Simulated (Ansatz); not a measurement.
Computed with Ansatz on PBE0-D4/def2-TZVP structures; ΔE is electronic, products minus reactants. CBS: MP2 limit from def2 TZ/QZ plus the TZ coupled-cluster correction, frozen cores. DFT in def2-TZVPP. For Ge, Mg outer-core shells are correlated without core-valence functions, which leaves a few kJ/mol of doubt a bond. Scalar relativity is left out up to krypton. Each species was taken in one conformer, which may not be the lowest.

`[SH][GeH]([SH])[SH]` + `[NH2][Mg][SH]` → `[SH][Ge]([SH])([SH])[SH]` + `[NH2][MgH]`  (redistribution)

```
          level  ΔE (kJ/mol)
   CAM-B3LYP-D4         76.7
        LC-ωPBE         84.9
CCSD/def2-TZVPP         81.2
  HF/def2-QZVPP         94.1
```

(1) What does CCSD(T)/CBS give? (An estimate is asked.)

Largest T1 diagnostic among the species: 0.011.

## Answers

(1) The calculation gave: +81.5 kJ/mol. The listed levels differ from it by -4.8, 3.4, -0.3, 12.6 kJ/mol.

In def2-TZVPP, CCSD(T) changes the Hartree–Fock value by −15.2 kJ/mol (the triples alone add −3.9 kJ/mol) and MP2 by −17.1 kJ/mol. The D4 term adds −13.4 kJ/mol with B3LYP and −7.4 kJ/mol with PBE0; it sums over pairs of atoms, weighted by their polarisabilities, and B3LYP, whose exchange is more repulsive, gets the larger term. From PBE to PBE0 (25 % exact exchange), in def2-TZVPP and without D4, ΔE moves by +3.9 kJ/mol.

B3LYP here is the variant with VWN-RPA as its local correlation; programs differ in this.
